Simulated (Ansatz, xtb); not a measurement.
**C5H8ClO2+: which of two isomers lies lower**

We compare X, `ClCC[C+]1OCCO1`, a singlet, with Y, `C[C+]1OCC(Cl)CO1`, a singlet. Both are isolated ions in the gas phase, relaxed with PBE0-D3(BJ)/def2-SVP, each in the lowest conformer that the search found.

X (Å):

```xyz
16

C     1.5112   -1.5781    1.6401
C     1.5653   -0.6215    0.4556
C     0.2009   -0.3008   -0.0096
C    -1.5839    0.8916   -0.6299
C    -1.9299   -0.6008   -0.6111
Cl    0.4359   -0.9056    2.8914
O    -0.2032    0.8971   -0.1616
O    -0.6501   -1.2124   -0.2794
H     1.1191   -2.5619    1.3503
H     2.5142   -1.7048    2.0669
H     2.0618    0.3235    0.7136
H     2.1101   -1.0830   -0.3884
H    -2.1651    1.5040    0.0700
H    -1.5869    1.3515   -1.6265
H    -2.2503   -1.0101   -1.5767
H    -2.6344   -0.8937    0.1781
```

Y (Å):

```
atom    x (Å)    y (Å)    z (Å)
   C   0.3309   1.1406   1.9289
   C  -0.0674   0.4104   0.7180
   C  -1.2631   0.3752  -1.3495
   C  -1.4963  -1.0809  -1.0301
   C  -0.2215  -1.6584  -0.4659
  Cl  -2.8049  -1.2282   0.1736
   O  -0.7143   1.0422  -0.1824
   O   0.2415  -0.8245   0.6288
   H   1.2338   0.6963   2.3649
   H  -0.4926   1.0352   2.6577
   H   0.4596   2.2071   1.7085
   H  -2.1869   0.9175  -1.5811
   H  -0.5395   0.5109  -2.1675
   H  -1.7936  -1.6272  -1.9369
   H  -0.3573  -2.6544  -0.0295
   H   0.5873  -1.6884  -1.2117
```

Estimate E(Y) − E(X) at the level CCSD(T)/def2-SVP + ΔMP2/def2-TZVPP.

Calculated at CCSD(T)/def2-SVP + ΔMP2/def2-TZVPP: E(Y) − E(X) = −2.3 kcal/mol, so structure Y lies lower.

The same difference at several levels:

```tsv
level	geometry	E(Y) − E(X) (kcal/mol)	departure from the last row (kcal/mol)	job, with rough time for the two
GFN2-xTB	GFN2-xTB	−6.9	−4.6	optimisation, 0.3 s
HF/STO-3G	GFN2-xTB	+2.8	+5.1	single point, 0.53 s
r2SCAN-D4/def2-SVP	GFN2-xTB	−5.9	−3.6	single point, 4.9 s
PBE0-D3(BJ)/def2-SVP	PBE0-D3(BJ)/def2-SVP	−5.2	−2.9	optimisation, 68 s
HF/def2-SVP	PBE0-D3(BJ)/def2-SVP	−3.3	−1.0	part of the CCSD(T) run
MP2/def2-SVP	PBE0-D3(BJ)/def2-SVP	−4.6	−2.3	part of the CCSD(T) run
CCSD(T)/def2-SVP	PBE0-D3(BJ)/def2-SVP	−4.2	−1.9	single point
CCSD(T)/def2-SVP + ΔMP2/def2-TZVPP	PBE0-D3(BJ)/def2-SVP	−2.3		single point, 2.6 min
```

As drawn, both hold the same kinds of bond in the same numbers. Structure X has 0 methyl groups, Y 1. Structure X has a 5-membered ring, Y a 6-membered ring.

HF/STO-3G puts the two in the other order. The largest departure from CCSD(T)/def2-SVP + ΔMP2/def2-TZVPP is that of HF/STO-3G, 5.1 kcal/mol. The last row adds to CCSD(T) the change of the MP2 difference between the two basis sets, here +1.9 kcal/mol.

With thermal terms from frequencies at re-optimised GFN2-xTB minima (ideal gas, soft modes damped towards free rotors, one conformer each, 298.15 K, 1 atm): the zero-point term adds −0.4 kcal/mol; ΔH is −2.8 and ΔG −2.4 kcal/mol.

The correlated steps freeze 12 core orbitals. Run with Ansatz 0.2.0, xtb 6.7.1; the last row on 4 threads of Arm Neoverse V1 on a shared host.
